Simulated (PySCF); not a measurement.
Molecule: SMILES N#CC1C[SiH2]C1, C4H7NSi.

Structure with atom numbers: `[N:1]#[C:2][CH:3]1[CH2:4][SiH2:5][CH2:6]1`; H(Xn) means a hydrogen on atom n. Ha(C4), Ha(Si5), Ha(C6) are cis to C2 on the ring; Hb(C4), Hb(Si5), Hb(C6) are trans to C2 on the ring.

Geometry PBE0-D3(BJ)/def2-SVP throughout; GIAO in PySCF, gas phase, one conformer, non-relativistic; equivalent atoms averaged; basis pcSseg-1.

For orientation, HF gives these absolute shieldings σ: N1 -43.9, C2 59.2, C3 173.3, Si5 421.6, Ha(Si5) 27.30, Hb(Si5) 27.36, H(C3) 29.28, Ha(C4)/Ha(C6) 30.26, Hb(C4)/Hb(C6) 30.31 ppm.

A run gave: N1 -43.5, C2 50.9, C3 155.3, Si5 351.6, Ha(Si5) 25.80, Hb(Si5) 25.85, H(C3) 27.71, Ha(C4)/Ha(C6) 29.03, Hb(C4)/Hb(C6) 29.30 ppm (absolute shieldings σ).

Q: Which functional was used in that run?
A. PBE
B. BLYP
C. KT3
D. LDA
E. B3LYP

A: D. Hb(Si5) tells them apart best: LDA gives 25.85, KT3 gives 26.76, BLYP gives 26.73, B3LYP gives 26.82, PBE gives 26.43 ppm.
